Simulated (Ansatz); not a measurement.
Reaction (atomization): `C=C1BC1F` → B• + 3 C• + F• + 4 H•

Computed with Ansatz on PBE0-D4/def2-TZVP structures; ΔE is electronic, products minus reactants. CCSD(T)/CBS is the MP2 limit (def2-TZVPP, def2-QZVPP) plus CCSD(T) − MP2 in def2-TZVPP, frozen cores. This one scheme is used for every species, atoms too. DFT in def2-TZVPP. No spin–orbit coupling; open shells (•) take unrestricted orbitals. Spin–orbit coupling would lower the free atoms: a little for B, C, F.

CCSD(T)/CBS gives +37.66 eV.

Question: Another level gave +38.23 eV. Which?
A. HF/def2-TZVPP
B. B97M-V/def2-TZVPP
C. CCSD(T)/def2-TZVPP
D. CAM-B3LYP-D4/def2-TZVPP

Answer: B. B97M-V 38.23, CAM-B3LYP-D4 38.14, CCSD(T)/def2-TZVPP 36.73, HF/def2-TZVPP 27.53 eV.

Largest T1 diagnostic among the species: 0.014.

The D4 term adds +0.24 eV with B3LYP and +0.13 eV with PBE0; it sums over pairs of atoms, weighted by their polarisabilities, and B3LYP, whose exchange is more repulsive, gets the larger term. Leaving LDA and LC-ωPBE aside and taking each functional with its dispersion term where it has one, the values, not all of them listed here, spread over 2.86 eV, from BHLYP-D4 to PBE-D4. LDA lies +5.03 eV from PBE without D4, its usual overbinding. From PBE to PBE0 (25 % exact exchange), in def2-TZVPP and without D4, ΔE moves by −0.96 eV: exact exchange takes away binding that semilocal exchange gives to molecules.

B3LYP here is the variant with VWN-RPA as its local correlation; programs differ in this.

For atomizations the MP2-based limit and the directly extrapolated one differ by several kJ/mol either way, and by 10 to 25 for some Ge, Se and Sn compounds, so smaller differences from it don't rank the levels.
